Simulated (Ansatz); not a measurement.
Ge₅H₄. The state is a triplet with charge 0. Geometry r2SCAN-D4/def2-SVP, that of the charge +1 doublet; atoms count from 1.

```xyz
9

Ge   -1.3873    0.5231    1.2628
Ge    0.2836   -1.2988   -1.0374
Ge   -1.7490    0.1002   -1.1397
Ge    0.9106   -0.4791    1.5849
Ge    0.5404    1.0651   -0.3355
H    -1.8494    1.8038    1.9777
H     1.4771    2.1217   -0.9026
H     1.4001   -1.8912   -1.8952
H     0.3740   -1.9448    0.4850
```

At PBE0-D4/def2-TZVP a singlet of charge 0 lies 1.86 eV below the triplet at the same geometry. The structure comes from a short search, and lower isomers may exist.

Question: Estimate the Mulliken populations from the PBE0/def2-TZVP orbitals of Ansatz.

Answer: 
```
atom  charge (e)  spin (α − β)
 Ge1       -0.04          0.48
 Ge2       -0.05          0.21
 Ge3        0.01          0.60
 Ge4       -0.07          0.64
 Ge5       -0.07         -0.05
  H6        0.02          0.06
  H7        0.05          0.03
  H8        0.03          0.06
  H9        0.11         -0.02
```
Mulliken values depend strongly on the basis.

Question: Where does the spin sit?

Answer: Summed by element: Ge 1.87, H 0.13, of 2 unpaired in all. Largest on single atoms: Ge4 0.64, Ge3 0.60, Ge1 0.48.

Question: And the Mayer bond orders between heavy atoms (over 0.3)?

Answer: Ge1–Ge3 0.83 (2.47 Å); Ge1–Ge4 0.74 (2.53 Å); Ge1–Ge5 0.62 (2.56 Å); Ge2–Ge3 0.77 (2.47 Å); Ge2–Ge4 0.43 (2.82 Å); Ge2–Ge5 0.73 (2.48 Å); Ge3–Ge5 0.72 (2.61 Å); Ge4–Ge5 0.83 (2.49 Å).
